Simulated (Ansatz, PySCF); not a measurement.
Molecule: CH5AlO2, net charge 0, singlet state. 
Structure (B3LYP-D3(BJ)/def2-TZVP (Ansatz, a quantum-chemistry and plane-wave program) minimum search):
```
Al
O 1 1.7016
H 2 0.9570 1 126.19
O 1 1.7018 2 122.47 3 -0.15
H 4 0.9571 1 125.94 2 0.15
C 1 1.9373 2 118.51 3 179.79
H 6 1.0908 1 111.67 2 176.75
H 6 1.0926 7 108.28 1 122.50
H 6 1.0929 7 108.08 8 115.29
```

Wanted: vertical ionisation energy (to the doublet state of charge +1; each state is the SCF solution reached for its spin), in eV. Correlated levels leave the core frozen unless marked. Open shells are spin-unrestricted. Spin-orbit coupling is left out. Non-relativistic. CBS marks a two-point X^-3 extrapolation of the correlation energy; Hartree-Fock from the larger set. The bracket is a focal-point correction in the basis named.

```
level                                                                      program  vertical ionisation energy (eV)  minus last row
-------------------------------------------------------------------------  -------  -------------------------------  --------------
HF/aug-cc-pV(D+d)Z                                                          Ansatz                            10.10           -1.17
SVWN5/def2-TZVPD                                                            Ansatz                            10.61           -0.66
PBE/def2-TZVPD                                                              Ansatz                            10.39           -0.88
r2SCAN/def2-TZVPD                                                           Ansatz                            10.57           -0.70
B3LYP/def2-TZVPD                                                            Ansatz                            10.86           -0.41
PBE0/def2-TZVPD                                                             Ansatz                            10.89           -0.38
BHLYP/def2-TZVPD                                                            Ansatz                            11.05           -0.22
CAM-B3LYP/def2-TZVPD                                                        Ansatz                            11.18           -0.09
wB97M-V/def2-TZVPD                                                          Ansatz                            11.23           -0.04
wB97X-V/def2-TZVPD                                                          Ansatz                            11.18           -0.09
B2PLYP/def2-TZVPD                                                           Ansatz                            11.12           -0.15
MP2/aug-cc-pV(D+d)Z                                                         Ansatz                            11.16           -0.11
RI-MP2/aug-cc-pV(T+d)Z                                                      Ansatz                            11.21           -0.06
RI-MP2/aug-cc-pV(Q+d)Z                                                      Ansatz                            11.26           -0.01
RI-MP2/CBS(aug-cc-pV(T+d)Z,aug-cc-pV(Q+d)Z)                                 Ansatz                            11.30            0.03
CCSD/aug-cc-pV(D+d)Z                                                        Ansatz                            11.09           -0.18
CCSD/aug-cc-pV(T+d)Z                                                        Ansatz                            11.12           -0.15
CCSD(T)/aug-cc-pV(D+d)Z                                                     Ansatz                            11.14           -0.13
CCSD(T)/aug-cc-pV(T+d)Z                                                     Ansatz                            11.19           -0.08
RI-MP2/CBS(aug-cc-pV(T+d)Z,aug-cc-pV(Q+d)Z)+[CCSD(T)-MP2]/aug-cc-pV(D+d)Z   Ansatz                            11.28            0.01
RI-MP2/CBS(aug-cc-pV(T+d)Z,aug-cc-pV(Q+d)Z)+[CCSD(T)-MP2]/aug-cc-pV(T+d)Z   Ansatz                            11.27            0.00
```

For comparison, minus the highest occupied orbital energy (PySCF): 11.77 eV at HF/def2-TZVPD, 7.17 eV at BLYP/def2-TZVPD, 7.92 eV at TPSSh/def2-TZVPD.
